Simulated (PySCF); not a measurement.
Magnetic susceptibility: `O=S(CC)(=O)OC1CC1`, C5H10O3S

Cartesian coordinates in Å; atom numbers follow the order of the lines, from 1:
```xyz
19

C     2.7173    0.5474   -0.3179
C     2.1860   -0.3236    0.7940
S     0.5648   -0.9467    0.3014
O     0.0540   -1.8277    1.3068
O     0.5795   -1.4212   -1.0474
O    -0.2448    0.4637    0.3510
C    -1.4284    0.5092   -0.4002
C    -2.6908    0.8978    0.3049
C    -2.4942   -0.5148   -0.1589
H     2.6960   -0.0134   -1.2493
H     2.0891    1.4271   -0.4309
H     3.7380    0.8650   -0.1154
H     2.8015   -1.2004    0.9739
H     2.0168    0.2119    1.7217
H    -1.2518    0.8469   -1.4159
H    -2.6200    1.0930    1.3629
H    -3.3875    1.5318   -0.2219
H    -2.2821   -1.2669    0.5840
H    -3.0530   -0.8700   -1.0103
```

Method used: PySCF 2.14.0, GIAO PBE/pcSseg-1 magnetisability, rotational g tensor and spin-rotation constants, non-relativistic, gas phase. Geometry: GFN2-xTB.

Problem. How diamagnetic is it, and how anisotropic?

Solution. Isotropic -1508 × 10⁻³⁰ J/T², or -90.8 × 10⁻⁶ cm³/mol; principal values -1631, -1478, -1415 × 10⁻³⁰ J/T², anisotropy 193 × 10⁻³⁰ J/T² (root of half the summed squared differences of the principal values). The susceptibility is in cgs units.

Problem. Split it along the inertial axes a, b, c into diamagnetic and paramagnetic parts about the centre of mass, with the quadrupole moment.

Solution. 
```tsv
axis	χ (10⁻⁶ cm³/mol)	diamagnetic (10⁻⁶ cm³/mol)	paramagnetic (10⁻⁶ cm³/mol)	summed x² of all electrons (Å²)	quadrupole Θ (D Å)
a	-93.2	-571.4	478.2	259.7	+14.07
b	-89.8	-1317.4	1227.6	83.8	-7.86
c	-89.4	-1457.4	1368.0	50.8	-6.21
```
Anisotropies 2χaa − χbb − χcc = -7.2 and 2χbb − χaa − χcc = +3.1 × 10⁻⁶ cm³/mol. Θ is traceless in Buckingham's convention.

Problem. And the rotational g tensor?

Solution. 
| axis | rotational constant (GHz) | g | nuclear part | electronic part |
| --- | --- | --- | --- | --- |
| a | 2.6737 | -0.0263 | 0.5744 | -0.6006 |
| b | 1.0252 | -0.0055 | 0.5858 | -0.5913 |
| c | 0.9152 | -0.0055 | 0.5827 | -0.5882 |

Asymmetric top; isotopes 12C, 1H, 16O, 32S; no vibrational averaging.
